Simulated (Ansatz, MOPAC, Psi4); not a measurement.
Molecule: SOF$_{2}$, net charge 0, singlet state. SMILES: FS(F)=O
Geometry: optimised at B3LYP-D3(BJ)/def2-TZVP (Ansatz, an electronic-structure program).

Property: vertical ionisation energy to the doublet, in eV. Set-up: PM7 with its own dispersion and hydrogen-bond terms; each state is the SCF solution reached for its charge and spin; non-relativistic; dispersion terms only where a functional's name holds one; open shells spin-unrestricted; valence correlation only; spin-orbit terms left out; 6-311+G** with 5d, 6d on Na to Ar in Ansatz; 6-31G* and kin with 6d, 5d where marked. First-principles rows: single points at B3LYP-D3(BJ) geometries (Ansatz). Semi-empirical rows: differences of heats of formation at the shared geometry for vertical values.

| level | program | vertical ionisation energy to the doublet (eV) |
|---|---|---|
| AM1 | MOPAC | 10.74 |
| PM3 | MOPAC | 10.59 |
| PM7 | MOPAC | 10.28 |
| MNDO | MOPAC | 12.02 |
| HF/6-31G* | Ansatz | 11.40 |
| PBE/6-31G* | Ansatz | 11.91 |
| PBE/6-311+G** | Ansatz | 12.45 |
| B3LYP/STO-3G | Ansatz | 7.35 |
| B3LYP/6-31G* | Ansatz | 12.24 |
| B3LYP/6-311+G** | Ansatz | 12.75 |
| wB97X-D/6-31G* | Psi4 | 12.36 |
| MP2/6-31G* | Ansatz | 12.71 |
| MP2/6-311+G** | Ansatz | 13.13 |
| PBE/def2-TZVPD | Ansatz | 12.27 |
| B3LYP/def2-TZVPD | Ansatz | 12.58 |
| PBE0/def2-TZVPD | Ansatz | 12.50 |

No value to compare with is used here. The 13 habitual levels span 7.35 (B3LYP/STO-3G) to 13.13 eV (MP2/6-311+G**); PBE/def2-TZVPD gives 12.27.

The levels are drawn from those run, B3LYP/6-31G* more often than the rest, none by its result; runs whose electronic state is in doubt are left out.
